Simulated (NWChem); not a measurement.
**Total energies of HSe**

SMILES: [SeH]
```xyz
2

Se     0.0000     0.0000     0.0421
H      0.0000     0.0000    -1.4314
```
Charge 0, spin multiplicity 2.

Everything below was run with NWChem. The geometry was optimised at UPBE0/def2-SVP, a minimum by its harmonic frequencies.

Basis set: def2-QZVP (105 functions).

```tsv
method	total energy (Ha)	relative cost
UHF	-2400.45766	1
UMP2	-2400.77632	under 3
UB2PLYP	-2401.80591	under 3
UPBE	-2401.80358	under 3
UB3LYP	-2402.20612	under 3
UCAM-B3LYP	-2402.29231	4
```

Total energies of different functionals aren't comparable as a measure of quality: only differences taken within one method are. Relative cost: rough, from shared machines, SCF included, UHF = 1.

The Hamiltonian is non-relativistic. The correlated methods keep 9 core orbitals frozen. B3LYP has NWChem's definition, with VWN1-RPA local correlation. GW and range-separated runs recompute their integrals, the others keep them in memory, which bears on the times. The structure started from a generated list of species. The unpaired electrons of the parent sit in orbitals of symmetry b1 (C2v labels of the run); other states weren't searched. No SCF solution was tested for a lower state. Open-shell Hartree-Fock references start from PBE0 orbitals; any time given for them includes that run.
